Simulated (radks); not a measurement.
The zirconium ion Zr2+ inside a hard spherical wall (all orbitals vanish at R), configuration held at [Kr] 4d2 and not refilled when levels cross. Method: scalar-relativistic Kohn-Sham, LDA (Slater exchange, VWN5 correlation), spin-polarised, spherical densities, finite nucleus; open shells are filled with parallel spins first (spin-orbit coupling, left out, can overturn this in heavy ions); Fermi nuclear charge, rms radius 4.2694 fm; computed with a radial shooting solver on a logarithmic mesh with Libxc functionals. Eigenvalues in eV for spin up, with the zero of energy where the potential of the charges vanishes at infinity; a dash marks a level that is unbound or too diffuse for the functional's potential to be trusted. A positive occupied level is held by the wall or, in an anion where self-interaction has pushed it up, behind a barrier. The pressure on the wall is -dE/dV.

R (bohr)  E (hartree)  kinetic (hartree)    e(3d)    e(4s)    e(4p)    e(4d)  e(5s, empty)  e(5p, empty)  pressure (GPa)
free      -3593.84023           3694.047  -189.62  -69.534  -47.545  -18.067       -16.670       -12.024               0
20        -3593.84023           3694.047  -189.62  -69.534  -47.545  -18.067       -16.670       -12.024        < 0.0001
15        -3593.84023           3694.047  -189.62  -69.534  -47.545  -18.067       -16.670       -12.024        < 0.0001
12        -3593.84023           3694.047  -189.62  -69.534  -47.545  -18.067       -16.670       -12.024        < 0.0001
8         -3593.84016           3694.048  -189.62  -69.528  -47.540  -18.062       -16.653       -11.935         0.00455
6         -3593.83766           3694.071  -189.48  -69.409  -47.427  -17.938       -16.256       -10.977           0.295
5         -3593.82567           3694.154  -189.05  -69.054  -47.093  -17.518       -14.948        -8.683            2.33
4         -3593.75779           3694.547  -187.57  -67.899  -45.992  -15.878        -9.882        -1.315            21.6
3.5       -3593.63079           3695.249  -185.63  -66.479  -44.576  -13.632        -3.035         7.643            77.9
3         -3593.25484           3697.250  -181.41  -63.469  -41.384   -8.708        11.607        25.436             330
2.5       -3591.99749           3703.307  -171.71  -56.249  -33.264    2.926        45.105        63.437            1670
